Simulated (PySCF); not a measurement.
Level of theory: PBE-D3(BJ)/def2-TZVP // CAM-B3LYP-D3(BJ)/def2-TZVP (PySCF 2.14.0). Isolated molecules, 0 K electronic values unless said otherwise. 

Reference species (SMILES): `CB` (neutral, multiplicity 1).

The HOMO–LUMO gap is 5.32 eV.

Changed species: `B` (0 of 3 H replaced by CH3; the reference has 1 of 3 H replaced by CH3).

### Question
What does the change do to the HOMO–LUMO gap?

### Answer
the HOMO–LUMO gap increases by 0.12 eV, to 5.44 eV.
